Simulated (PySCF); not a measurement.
Si(F)(Me)2(NH2) (C₂H₈FNSi), SMILES F[Si](N)(C)C. Geometry: ωB97X-D3(BJ)/def2-SVP. This is a generated structure with no PubChem entry under its InChIKey; it may be hypothetical. The values are those of a single conformer.

The numbers are results of ωB97X-D3(BJ)/def2-SVP in PySCF, not measurements.

Harmonic wavenumbers (cm⁻¹): 135, 147, 185, 186, 255, 279, 299, 309, 427, 648, 686, 725, 778, 786, 797, 894, 896, 941, 1291, 1293, 1437, 1439, 1445, 1448, 1558, 3069, 3070, 3169, 3169, 3175, 3176, 3619, 3713. Rotational constants (GHz): 3.560, 3.349, 3.219; symmetry number 1.

**Question.** Work out the zero-point energy and the ideal-gas rigid-rotor harmonic-oscillator thermochemistry at 298.15 K and 1 atm.

**Answer.** ZPE = ½ Σ hcν = ½ × 45445 cm⁻¹ = 271.82 kJ/mol. H − E(el) = 295.75 kJ/mol. Entropy in J/(mol K): translation 165.30, rotation 111.00, vibration 80.25, total 356.55. G − E(el) = 189.45 kJ/mol. Cp = 127.53 J/(mol K). Modes under 150 cm⁻¹ make the vibrational entropy uncertain.
